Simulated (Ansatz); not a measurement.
Compare A (`BC(C)O[SiH3]`) with its isomer B (`CB(C)O[SiH3]`).

Isolated molecules relaxed with PBE0-D4/def2-TZVP in Ansatz; ΔE leaves out vibrations. CCSD(T)/CBS is the MP2 limit (def2-TZVPP, def2-QZVPP) plus CCSD(T) − MP2 in def2-TZVPP, frozen cores. Functionals use def2-TZVPP. One conformer a species, not always the lowest.

Task: Which is lower in electronic energy at CCSD(T)/CBS, and by how much? (Estimate.)

Result: Computed: B, by 69.6 kcal/mol.

Task: Give E(B) − E(A) in kcal/mol with HF/def2-TZVPP, PBE0-D4, r2SCAN-D4, CCSD/def2-TZVPP, ωB97M-V, PBE-D4, B2PLYP. (Best estimate.)

Result: The calculation gave: HF/def2-TZVPP -68.2, PBE0-D4 -69.7, r2SCAN-D4 -71.1, CCSD/def2-TZVPP -69.4, ωB97M-V -69.7, PBE-D4 -69.0, B2PLYP -69.9. None reverses the order clearly.

Task: Does the order hold for the free energy at 298.15 K (harmonic terms from PBE0-D4)? (Estimate.)

Result: The calculation gave: Yes: G(B) − G(A) = -68.9 kcal/mol, for one conformer each. Modes under 60 cm⁻¹, often nearly free rotors, make the harmonic entropy too high.

Largest T1 diagnostic: 0.011.

Leaving LDA and LC-ωPBE aside and taking each functional with its dispersion term where it has one, the values, not all of them listed here, spread over 4.8 kcal/mol, from B97M-V to revPBE-D4. LDA lies −1.4 kcal/mol from PBE without D4. In def2-TZVPP, CCSD(T) changes the Hartree–Fock value by −1.2 kcal/mol (the triples alone add −0.0 kcal/mol) and MP2 by −2.7 kcal/mol.
